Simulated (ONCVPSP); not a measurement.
**Configuration tests for zinc (Zn) (ONCV)**

zinc (Zn), optimised norm-conserving Vanderbilt (ONCV), made with ONCVPSP 4.0.1 (BLYP, scalar-relativistic). Core [Ar], reference 3d10 4s1 (charge +1). Waves: 4s: rc 1.75 bohr, ncon 5, nbas 8, qcut 3.1 1/bohr, 1 projector; p scattering state at 0.07 Ha: rc 1.60 bohr, ncon 4, nbas 7, qcut 4.9 1/bohr, 2 projectors, debl 1.5 Ha; 3d: rc 1.45 bohr, ncon 5, nbas 10, qcut 12.2 1/bohr, 3 projectors, debl 3.9 Ha. Local part: polynomial inside 1.25 bohr (lpopt 4, dvloc0 1 Ha). Core correction: none.

Energies are relative to the spin-unpolarised reference configuration 3d10 4s1; without spin polarisation the order of configurations can differ from experiment.

```tsv
valence configuration	charge	ΔE all-electron (eV)	error AE − PS (meV)
3d10 4s0	+2	18.657	+15
3d9 4s2	+1	7.872	-58
```

(1) What are ΔE and the potential's error for 3d9 4s0?

(2) What are ΔE and the potential's error for 3d10 4s2?

Levels in the configuration 3d10 4s2:

```
level  all-electron (eV)  pseudo (eV)
   3d            -10.053      -10.105
   4s             -5.962       -5.974
```

Note: ghosts flagged at negative energy: p at -67.0 eV; GHOST(+) flagged for s at 22.4 eV. A true bound ghost makes a file unfit for plane-wave use.

Answers

(1) ΔE = 59.201 eV all-electron; the error (AE − PS) is +66 meV.

(2) ΔE = -9.940 eV all-electron; the error (AE − PS) is +8.6 meV.
